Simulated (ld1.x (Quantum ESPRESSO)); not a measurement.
Reading a pseudo-wave (zirconium (Zr))

Columns: radius, all-electron u(r) and pseudo u(r) of the 5p shell (level -1.47 eV) of zirconium in the configuration [Ar] 3d10 4s2 4p6 4d2 5s2 5p0; PBE, scalar-relativistic, ultrasoft scheme, ld1.x (Quantum ESPRESSO) 7.5.

```
r (bohr)  all-electron   pseudo
   0.165        0.0053   0.0288
   0.330       -0.1144   0.1052
   0.495       -0.0422   0.2029
   0.660        0.0779   0.2897
   0.825        0.1629   0.3383
   0.990        0.1964   0.3362
   1.155        0.1859   0.2871
   1.320        0.1451   0.2073
   1.485        0.0867   0.1164
   1.650        0.0204   0.0299
   1.815       -0.0476  -0.0462
   1.980       -0.1132  -0.1132
   2.145       -0.1742  -0.1742
   2.310       -0.2295  -0.2295
   2.475       -0.2788  -0.2788
   2.640       -0.3219  -0.3219
   2.805       -0.3591  -0.3591
   2.970       -0.3905  -0.3905
   3.135       -0.4165  -0.4165
   3.300       -0.4375  -0.4375
   3.465       -0.4538  -0.4538
   3.630       -0.4658  -0.4658
   3.795       -0.4740  -0.4740
   3.960       -0.4786  -0.4786
   4.125       -0.4801  -0.4801
   4.290       -0.4790  -0.4790
```

How many radial nodes do the two functions have?

The all-electron 5p function has n − l − 1 = 3; the pseudo-wave has 1, since 1 lower shell of the same l stays in the valence.

At about which radius was the pseudo-wave matched?

2.10 bohr, where the columns begin to agree (steps of 0.17 bohr).

Is the pseudo-wave norm-conserving?

No, it belongs to an ultrasoft set: the norm inside the radius is not constrained, and the difference is carried by the augmentation charge.
